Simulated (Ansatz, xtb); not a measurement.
## Relative energy of two structures of CH2CaO

Structure a: a singlet given by its coordinates. Structure b: a triplet given by its coordinates. Both are isolated molecules in the gas phase, relaxed with B3LYP-D4/def2-TZVP.

a (Å):

```tsv
atom	x (Å)	y (Å)	z (Å)
C	-0.1782	0.2660	0.4836
Ca	1.6759	-0.6981	-0.7889
O	0.3125	0.8033	-0.6330
H	0.0414	0.7486	1.4387
H	-1.1504	-0.2304	0.4440
```

Close contacts (Å): C1–Ca2 2.45, C1–O3 1.33, Ca2–O3 2.03, C1–H4 1.09, C1–H5 1.09.

b (Å):

```xyz
5

C    -0.2462    0.3099    0.5219
Ca    1.8082   -0.7289   -0.9169
O     0.3407    0.7223   -0.5870
H     0.0049    0.7906    1.4688
H    -1.2065   -0.2044    0.4577
```

Close contacts (Å): C1–Ca2 2.71, C1–O3 1.32, Ca2–O3 2.09, C1–H4 1.09, C1–H5 1.09.

Which of the two would you expect CCSD(T)/def2-TZVPP electronic energies to favour?

Structure b; the calculation gives E(b) − E(a) = −0.082 eV.

Level by level:

| level | geometry | E(b) − E(a) (eV) | departure from the last row (eV) | job, with rough time for the two |
| --- | --- | --- | --- | --- |
| B3LYP-D4/def2-TZVP | B3LYP-D4/def2-TZVP | −0.136 | −0.054 | optimisation, 36 s |
| HF/def2-TZVPP | B3LYP-D4/def2-TZVP | −1.587 | −1.505 | part of the CCSD(T) run |
| MP2/def2-TZVPP | B3LYP-D4/def2-TZVP | −0.110 | −0.028 | part of the CCSD(T) run |
| CCSD(T)/def2-TZVPP | B3LYP-D4/def2-TZVP | −0.082 |  | single point, 34 s |

The levels shown agree on the order. The largest departure from CCSD(T)/def2-TZVPP is that of HF/def2-TZVPP, 1.505 eV. Levels run at GFN2-xTB geometries aren't shown.

With harmonic frequencies from B3LYP-D4/def2-TZVP (ideal gas, rigid rotor, one conformer each, 400 K, 1 atm): the zero-point term adds −0.012 eV; ΔH is −0.084 and ΔG −0.154 eV.

The T1 diagnostic of structure a is large, so the coupled-cluster value is less sure. Open shells are spin-unrestricted. The closed-shell singlet above a triplet ground state is poorly described by one determinant. The correlated steps freeze 7 core orbitals; the last core shell of Ca is correlated, in a basis made for valence electrons. ΔG holds the spin degeneracy. Run with Ansatz 0.2.0; the last row on 2 threads of Arm Neoverse V1 on a shared host.
